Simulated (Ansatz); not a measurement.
F2H4OSi2, SMILES `O[SiH](F)[SiH2]F`. Total charge 0; spin multiplicity 1.

```xyz
9

O    -1.183    0.576    1.529
Si   -0.386   -0.633    0.772
F     0.803   -1.191    1.688
Si    0.565    0.183   -1.226
F     0.969    1.716   -0.932
H    -0.777    1.445    1.554
H    -1.362   -1.732    0.607
H     1.788   -0.543   -1.652
H    -0.418    0.180   -2.341
```

(1) List the harmonic frequencies (cm⁻¹, unscaled) at PBE0-D4/def2-TZVP in Ansatz. (Best estimate.)

(2) Is this a minimum?

(3) Give the ideal-gas thermochemistry at 298.15 K and 1 bar (rigid rotor, harmonic oscillator; point group C1, symmetry number 1).

(4) And at 400, 500, 600, 800 and 1000 K?

Results:

(1) The calculation gave: 34, 97, 149, 269, 324, 338, 418, 504, 723, 762, 829, 830, 841, 888, 900, 951, 954, 2223, 2236, 2258, 3911.

(2) Yes, all 21 modes are real.

(3) Zero-point energy 122.3 kJ/mol; H(298) − E = 144.2 kJ/mol; entropy 362.8 J/(mol·K), of which translation 167.9, rotation 115.2, vibration 79.7; G(298) − E = 36.1 kJ/mol. Modes under 100 cm⁻¹ are hindered rotations or soft bends, so the harmonic entropy is rough.

(4) 
```csv
T (K),H − E (kJ/mol),S (J/mol/K),G − E (kJ/mol)
400,156.6,398.3,-2.7
500,170.3,428.9,-44.1
600,185.2,456.1,-88.4
800,217.5,502.3,-184.4
1000,252.0,540.8,-288.8
```
